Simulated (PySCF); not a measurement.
Ranking problems on computed properties.

Species are written as SMILES; each is one conformer at its optimised geometry, gas phase, non-relativistic unless stated. Electronic properties by PySCF.

Dipoles, sizes and rotational constants follow the conformer. The torsions of the flexible species, by atom-mapped SMILES:
- `[CH3:1][CH2:2][C@@H:3]([CH3:4])[CH2:5][CH:6][F:7]`: C1–C2–C3–C4 165°, C2–C3–C5–C6 170°, C3–C5–C6–F7 -73°
- `[CH2:1][C@@H:2]([NH2:3])[C@@H:4]([CH3:5])[CH2:6][CH3:7]`: C1–C2–C4–C5 54°, C2–C4–C6–C7 76°, H–N3–C2–C1 -58°, H–N3–C2–C1 60°
- `[CH2:1][C@H:2]([CH2:3][CH3:4])[CH2:5][CH2:6][F:7]`: C1–C2–C3–C4 63°, C1–C2–C5–C6 -63°, C2–C5–C6–F7 178°
- `[F:1]/[C:2]([CH:3][C:4]([F:5])([F:6])[F:7])=[CH:8]\[CH2:9][Cl:10]`: F1–C2–C3–C4 0°, C2–C3–C4–F5 -61°, C2–C8–C9–Cl10 -110°
- `[N:1]#[C:2][CH2:3][O:4][C@@H:5]1[CH2:6][C@@:7]12[CH:8][CH2:9]2`: C2–C3–O4–C5 177°, C3–O4–C5–C6 -81°

The conformers of `NC(=O)[Si@H]1CC[SiH]O1` [doublet state] aren't listed.

Question: Rank by isotropic g value, highest first (unrestricted B3LYP/pcH-1, mean-field spin–orbit at GFN2-xTB geometries).
A. `NC(=O)[Si@H]1CC[SiH]O1` [radical]
B. `F/C(=C\CCl)[CH]C(F)(F)F` [radical]
C. `[CH2][C@@H](N)[C@@H](C)CC` [radical]
D. `[CH2][C@H](CC)CCF` [radical]
E. `CC[C@@H](C)C[CH]F` [radical]
F. `[CH]1NC=CC2=C1COC2` [radical]

Answer: E (2.00376), F (2.00285), D (2.00269), A (2.00248), C (2.00232), B (2.00201).

Q: Give the two extremes of that set as shifts from the free-electron value 2.002319.

A: `F/C([CH]C(F)(F)F)=C\CCl` [doublet state]: -310 ppm; `CC[C@@H](C)C[CH]F` [doublet state]: +1440 ppm.

Question: Rank by smallest rotational constant, highest first (GFN2-xTB).
A. `[CH2][C@@H](N)[C@@H](C)CC` [radical]
B. `[CH](C[C@H](C)CC)F` [radical]
C. `[CH2][C@H](CC)CCF` [radical]
D. `C(=C/CCl)(/F)[CH]C(F)(F)F` [radical]
E. `N#CCO[C@@H]1C[C@@]12[CH]C2` [radical]
F. `[CH]1NC=CC2=C1COC2` [radical]

Answer: A (1.413 GHz), B (1.214 GHz), F (1.073 GHz), C (0.996 GHz), E (0.716 GHz), D (0.417 GHz).
